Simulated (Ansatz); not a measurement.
Ansatz (a first-principles code) input (SVWN5/def2-TZVPD):

Ansatz 0.2 input:
```yaml
crystal:
  periodic: [false, false, false]
  atoms:
    - {symbol: Br, position_ang: [1.50342876, -0.28047451, -0.00227293]}
    - {symbol: C, position_ang: [-0.30757946, 0.16413475, -0.00954106]}
    - {symbol: C, position_ang: [-0.94591454, 1.35608605, -0.10913609]}
    - {symbol: C, position_ang: [-2.34362437, 1.04599892, -0.05351804]}
    - {symbol: C, position_ang: [-2.43719041, -0.29887836, 0.07431534]}
    - {symbol: O, position_ang: [-1.18851104, -0.85805086, 0.10300456]}
    - {symbol: H, position_ang: [-0.48443416, 2.32232581, -0.20846922]}
    - {symbol: H, position_ang: [-3.16335090, 1.74233683, -0.10321300]}
    - {symbol: H, position_ang: [-3.25828065, -0.98769587, 0.15447739]}
basis:
  gaussian:
    orbitals: def2-TZVPD
hamiltonian:
  xc: {name: SVWN5}
output: {forces: true}
```

End of the output:

```
integrals: 0.25 GiB planned
1453 factors; their error is unknown
0.21 GiB of the device are held for the grids
1.66 GiB of device memory are held for the factors and their scratch space
mean field: 1.55 GiB planned
mean field evaluation 1: about -76126.9283 eV, gradient 8.2e1 eV
mean field evaluation 2: about -76001.9267 eV, gradient 2.1e2 eV
mean field evaluation 4: about -76140.1243 eV, gradient 3.3e1 eV
mean field evaluation 8: about -76142.8386 eV, gradient 5.9e-1 eV
mean field evaluation 16: about -76142.7984 eV, gradient 3.8e-3 eV
mean field -76142.79844161 eV, -2798.1962312869 hartree, gradient 4.2e-5 eV, S^2 0.000000; 0 other end points of the search recorded, 0 dependent functions left out
the calculation of the forces begins
reference -76142.79849532 eV, -2798.1962332606 hartree; 35, 35 occupied and 237, 237 virtual orbitals, 1453 factors
Total energy: -76142.79849532 eV, -2798.1962332606 hartree
Atom 0 at     1.503429    -0.280475    -0.002273 Å, force    -0.554068     0.115949    -0.000342 eV/Å
Atom 1 at    -0.307579     0.164135    -0.009541 Å, force     0.059710    -0.404110     0.036743 eV/Å
Atom 2 at    -0.945915     1.356086    -0.109136 Å, force    -0.539774    -0.462054     0.053563 eV/Å
Atom 3 at    -2.343624     1.045999    -0.053518 Å, force     0.748929    -0.215318     0.005954 eV/Å
Atom 4 at    -2.437190    -0.298878     0.074315 Å, force     0.821371     0.165516    -0.031118 eV/Å
Atom 5 at    -1.188511    -0.858051     0.103005 Å, force    -0.078452     0.442265    -0.039963 eV/Å
Atom 6 at    -0.484434     2.322326    -0.208469 Å, force     0.182640     0.384744    -0.039532 eV/Å
Atom 7 at    -3.163351     1.742337    -0.103213 Å, force    -0.313711     0.271487    -0.019487 eV/Å
Atom 8 at    -3.258281    -0.987696     0.154477 Å, force    -0.326644    -0.298479     0.034182 eV/Å
Dipole moment:    -0.259012     0.183031    -0.012235 e Å
```
